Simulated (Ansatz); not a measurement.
The cluster Cu3Ag4⁺, relaxed as a singlet with RKS r2SCAN-D4/def2-SVP in Ansatz, starting from the GFN1-xTB geometry. Force threshold 0.02 eV/Å.

In the def2 sets Ag takes a core potential; there is no spin–orbit coupling. The relaxation made no stability test and no search for a lower SCF solution. No other spin state of charge 1 was run. The structure comes from a short search, and lower isomers may exist.

Start:

```xyz
7

Ag    2.560   -1.295    1.548
Ag   -1.772   -0.657    0.554
Ag   -2.561    1.906   -0.033
Ag    1.410    0.147   -2.591
Cu   -0.764    0.729   -1.414
Cu    0.887   -0.422   -0.175
Cu    0.239   -0.409    2.112
```

```csv
step,energy (eV),largest force component (eV/Å),SCF passes
1,-149902.8706,0.550,40
2,-149902.9697,0.351,26
3,-149902.9944,0.077,26
4,-149903.0267,0.187,32
5,-149903.0661,0.266,31
6,-149903.1368,0.223,32
7,-149903.2385,0.240,32
8,-149903.3235,0.160,33
9,-149903.3770,0.172,31
10,-149903.4433,0.203,29
11,-149903.5554,0.224,30
12,-149903.6922,0.228,30
13,-149903.7506,0.328,31
14,-149903.7711,0.041,26
15,-149903.7759,0.061,26
16,-149903.7803,0.222,31
17,-149903.7867,0.120,25
18,-149903.8004,0.038,31
19,-149903.8113,0.191,30
20,-149903.8186,0.332,30
21,-149903.8334,0.245,24
22,-149903.8619,0.106,31
23,-149903.9002,0.209,31
24,-149903.9339,0.048,30
25,-149903.9343,0.035,26
26,-149903.9346,0.008,26
```

Force components are those of the run's own axes.

End:

```csv
atom,x (Å),y (Å),z (Å)
Ag1,1.432,-1.356,1.776
Ag2,-1.147,-1.167,0.957
Ag3,-2.243,1.287,0.596
Ag4,1.414,1.117,-1.901
Cu5,-0.907,0.367,-1.317
Cu6,1.059,-1.048,-0.685
Cu7,0.391,0.800,0.574
```

Bonds formed: Ag1–Ag2, Ag3–Cu7, Ag4–Cu7, Cu5–Cu7 (atoms count from 1).

No frequencies were taken in this run, so the end may be a saddle point.

Hardware: 4 threads of Arm Neoverse V1 on a shared host. Wall time 6.1 min.
